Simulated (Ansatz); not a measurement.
Program: Ansatz. Geometries: PBE0-D4/def2-TZVP. ΔE: electronic, gas phase. CBS: MP2 limit from def2 TZ/QZ plus the TZ coupled-cluster correction, frozen cores. This one scheme is used for every species, atoms too. For atomizations the MP2-based limit and the directly extrapolated one differ by several kJ/mol either way, and by 10 to 25 for some Ge, Se and Sn compounds, so smaller differences from it don't rank the levels. DFT in def2-TZVPP. Open shells (•) are unrestricted, without spin–orbit coupling. Spin–orbit coupling would lower the free atoms: a little for C; clearly for Ga; strongly for I. def2 core potentials past Kr. For Ga, I outer-core shells are correlated without core-valence functions, so the limit isn't a true one: a few kJ/mol of doubt a bond, and 10 to 20 or more in all where bonds break to atoms. Scalar relativity is left out up to krypton. One conformer a species, not always the lowest.

Consider the atomization: `N=C(I)[NH][GaH2]` → C• + Ga• + 4 H• + I• + 2 N•.

```json
{"level": "PBE0-D4", "ΔE (kJ/mol)": "2855.5", "difference from CCSD(T)/CBS": "9.0"}
{"level": "r2SCANh-D4", "ΔE (kJ/mol)": "2812.3", "difference from CCSD(T)/CBS": "-34.2"}
{"level": "BHLYP-D4", "ΔE (kJ/mol)": "2709.4", "difference from CCSD(T)/CBS": "-137.1"}
{"level": "ωB97X-V", "ΔE (kJ/mol)": "2855.8", "difference from CCSD(T)/CBS": "9.3"}
{"level": "B2PLYP", "ΔE (kJ/mol)": "2805.9", "difference from CCSD(T)/CBS": "-40.6"}
{"level": "PBE0", "ΔE (kJ/mol)": "2833.4", "difference from CCSD(T)/CBS": "-13.1"}
{"level": "r2SCAN0", "ΔE (kJ/mol)": "2757.7", "difference from CCSD(T)/CBS": "-88.8"}
{"level": "LC-ωPBE", "ΔE (kJ/mol)": "2827.0", "difference from CCSD(T)/CBS": "-19.5"}
{"level": "MP2/def2-TZVPP", "ΔE (kJ/mol)": "2822.4", "difference from CCSD(T)/CBS": "-24.1"}
{"level": "HF/CBS(def2)", "ΔE (kJ/mol)": "1781.8", "difference from CCSD(T)/CBS": "-1064.7"}
{"level": "CCSD(T)/CBS", "ΔE (kJ/mol)": "2846.5", "difference from CCSD(T)/CBS": "0"}
```

Largest T1 diagnostic among the species: 0.013.

The D4 term adds +42.5 kJ/mol with B3LYP and +22.1 kJ/mol with PBE0; it sums over pairs of atoms, weighted by their polarisabilities, and B3LYP, whose exchange is more repulsive, gets the larger term. Leaving LDA and LC-ωPBE aside and taking each functional with its dispersion term where it has one, the values, not all of them listed here, spread over 246.9 kJ/mol, from BHLYP-D4 to PBE-D4. LDA lies +449.3 kJ/mol from PBE without D4, its usual overbinding. From BLYP to BHLYP (50 % exact exchange), in def2-TZVPP and without D4, ΔE moves by −145.4 kJ/mol: exact exchange takes away binding that semilocal exchange gives to molecules.

B3LYP here is the variant with VWN-RPA as its local correlation; programs differ in this.
